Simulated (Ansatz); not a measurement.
One change: `C[O][W]([NH2])(=[S])=[S]` becomes `C[O][W]([F])(=[S])=[S]`.

Ansatz, PBE0-D4/def2-TZVP geometries, multiplicity 1. Each molecule was computed in one conformer, which needn't be the lowest.

Elements past krypton have def2 core potentials.

| property | `C[O][W]([NH2])(=[S])=[S]` |
| --- | --- |
| size of the dipole moment (ωB97M-V/def2-TZVPP) / D | 3.13 |
| HOMO energy (B3LYP/def2-TZVPP) / eV | -6.69 |
| LUMO energy (PBE/def2-TZVPP) / eV | -2.96 |
| HOMO–LUMO gap (B3LYP/def2-TZVPP) / eV | 4.25 |
| size of the dipole moment (B3LYP/def2-TZVPP) / D | 3.15 |
| HOMO energy (PBE/def2-TZVPP) / eV | -5.83 |

Problem. What does the change do to each property? (Estimate.)

Solution. The calculation gave: 
| property | `C[O][W]([F])(=[S])=[S]` | shift |
| --- | --- | --- |
| size of the dipole moment (ωB97M-V/def2-TZVPP) / D | 3.58 | 0.45 |
| HOMO energy (B3LYP/def2-TZVPP) / eV | -7.00 | -0.31 |
| LUMO energy (PBE/def2-TZVPP) / eV | -3.30 | -0.34 |
| HOMO–LUMO gap (B3LYP/def2-TZVPP) / eV | 4.21 | -0.04 |
| size of the dipole moment (B3LYP/def2-TZVPP) / D | 3.63 | 0.48 |
| HOMO energy (PBE/def2-TZVPP) / eV | -6.14 | -0.31 |

Dipoles are sizes alone; their direction can turn.

B3LYP here is the variant with VWN-RPA as its local correlation; programs differ in this.
